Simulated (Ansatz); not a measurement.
`CB[SiH2]O` + `[SiH3]S` → `CBS[SiH3]` + `O[SiH3]` at 298.15 K and 1 bar (cleavage of the B–Si bond).

Program: Ansatz. Geometries: PBE0-D4/def2-TZVP. ΔE: electronic, gas phase. CCSD(T)/CBS is the MP2 limit (def2-TZVPP, def2-QZVPP) plus CCSD(T) − MP2 in def2-TZVPP, frozen cores. One conformer a species, not always the lowest.

```
    species  CCSD(T)/CBS energy (Eh)  H − E (kJ/mol)  S (J/(mol·K))
`CB[SiH2]O`               -431.33160           228.9          342.8
  `[SiH3]S`               -689.27336           102.7          272.7
`CBS[SiH3]`               -753.96029           221.5          347.5
  `O[SiH3]`               -366.69042           113.6          257.8
```

H − E and S are ideal-gas, rigid-rotor, harmonic terms from PBE0-D4/def2-TZVP, for one conformer and one mirror image of each species. 1 Eh = 2625.50 kJ/mol, R = 8.31446 J/(mol·K).

Problem. By hand: ΔE, ΔH, ΔS and ΔG.

Solution. ΔE = (-753.96029) + (-366.69042) − (-431.33160) − (-689.27336) = -0.04575 Eh = -120.1 kJ/mol. Δ(H − E) = 221.5 + 113.6 − 228.9 − 102.7 = 3.5, so ΔH = -116.6 kJ/mol. ΔS = 347.5 + 257.8 − 342.8 − 272.7 = -10.2 J/(mol·K). ΔG = -116.6 − 298.15 × (-10.2)/1000 = -113.6 kJ/mol.

Problem. By hand: the equilibrium constant, and the temperature at which ΔG would vanish if ΔH and ΔS stayed fixed.

Solution. log₁₀ K = −ΔG/(RT ln 10) = 19.9. ΔG = 0 at ΔH/ΔS = 11431 K, far beyond where these terms or the molecules hold.

The number of gas molecules stays the same, so ΔS is small and ΔH decides. A doubt of 5 kJ/mol in ΔE shifts log₁₀ K by 0.9 here. Other conformers and mirror images would add mixing entropy, several J/(mol·K) or more a flexible species. These are equilibria of isolated gas molecules and say nothing of rates. Largest T1 diagnostic: 0.013 (customary marks: 0.02 for closed shells, 0.045 for open ones).
